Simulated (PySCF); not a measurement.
Structure revision by computed shifts

A compound C$_{5}$H$_{6}$FNSi gives the data below (simulated from a calculation) and was assigned the structure `C=C/C(=C/C#N)[SiH2]F`.

13C{1H} NMR (computed): δ 163.9 (CH), 151.5 (CH2), 150.1 (C), 124.3 (C), 100.8 (CH).

1H NMR (300 MHz, computed): δ 6.98 (m, 1H), 6.68 (m, 1H), 6.66 (m, 1H), 5.87 (m, 2H), 5.25 (d, 1H).

[PySCF: geometry: GFN2-xTB; shieldings: GIAO PBE0/pcSseg-1; single conformer; non-relativistic Hamiltonian; fast rotation and ring inversion assumed for equivalent nuclei; no solvent]

References, each an isolated molecule treated in the same way: TMS for 1H and 13C.

Task: Compare with the shifts computed for the proposed structure, pairing carbons in order of shift.

Result: Mapped SMILES: `[CH2:1]=[CH:2]/[C:3](=[CH:4]/[C:5]#[N:6])[SiH2:7][F:8]`. Hydrogens are named by the atom that carries them.

| atom | computed for proposal | given list | difference |
| --- | --- | --- | --- |
| C3 | 166.7 | 163.9 | +2.8 |
| C2 | 146.6 | 151.5 | -4.9 |
| C1 | 136.6 | 150.1 | -13.5 |
| C5 | 122.3 | 124.3 | -2.0 |
| C4 | 118.2 | 100.8 | +17.4 |

The rms difference is 10.2 ppm and the largest +17.4 ppm at C4 (alkene CH). The carbon types in order of shift don't match either: C, CH, CH2, C, CH for the proposal against CH, CH2, C, C, CH in the data. The proposal doesn't fit.

Task: Which isomer fits?

Result: `C=C(/C=C\C#N)[SiH2]F`.

- Carbon types of the structure: 2 × C, 2 × CH, 1 × CH2, leaving 2 H on heteroatoms.
- δC 163.9, 100.8: alkene CH; an sp2 carbon of a C=C bond.
- δC 151.5: terminal =CH2 carbon; the olefinic region.
- δC 150.1: fully substituted alkene carbon; as expected for a trigonal carbon in a double bond.
- δC 124.3: nitrile carbon; C≡N carbons fall here, among the sp2 signals but without a proton.

Other isomers checked: C=C(F)/C=C\[SiH2]C#N (rms 10.5 ppm); N#CC(/C=C\F)=C/[SiH3] (rms 10.5 ppm).

The data come from this structure; uniqueness wasn't tested.

Splittings by 19F in the carbon and heteronuclear signals aren't shown, as no couplings were computed. Shifts are as computed. Against solution values, carbons near 30 ppm lie about +3 ppm off and those near 130 ppm about +5 ppm. Of 1211 compounds with measured shifts, 218 miss one by over three times the rms of a fit or turn the order of signals round; such compounds aren't used in these exercises. Multiplicities follow the n + 1 count of equivalent neighbours, as no J values were calculated; m marks all less simple cases, F and P coupling included.
